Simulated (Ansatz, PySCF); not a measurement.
Ta(NH)(Cl)2(Me) (CH4Cl2NTa), SMILES [CH3][Ta](=[NH])([Cl])[Cl], multiplicity 1.

Coordinates come from a PBE0-D3(BJ)/def2-SVP optimisation. The spin state was assumed, not searched. The structure was generated by enumeration; whether it is a known compound was not checked. The def2 effective core potentials stand for the cores of Ta; spin–orbit coupling is left out.

Vertical ionisation energy (IE) and electron affinity (EA) in eV. Rows of orbital energies are one-electron estimates. Where ΔSCF, EOM or ADC give a negative EA the extra electron is unbound and the value depends on the basis.

```tsv
level	IE	EA
−ε(HOMO), −ε(LUMO), r2SCAN/def2-TZVP (PySCF)	7.20	2.77
−ε(HOMO), −ε(LUMO), PBE/def2-TZVP (PySCF)	6.90	2.90
ΔSCF, CAM-B3LYP/def2-SVPD (Ansatz), final states of multiplicity 2 and 2	10.24	0.64
ΔSCF, PBE/def2-SVPD (Ansatz), final states of multiplicity 2 and 2	9.84	0.36
```

**Question.** What vertical singlet–triplet gap does ΔSCF give with CAM-B3LYP/def2-SVPD (Ansatz, an electronic-structure program) and with PBE/def2-SVPD (Ansatz)? (Estimate from the structure and the level; the computed values follow.)

**Answer.** 4.02 and 4.04 eV (triplet above singlet where positive).
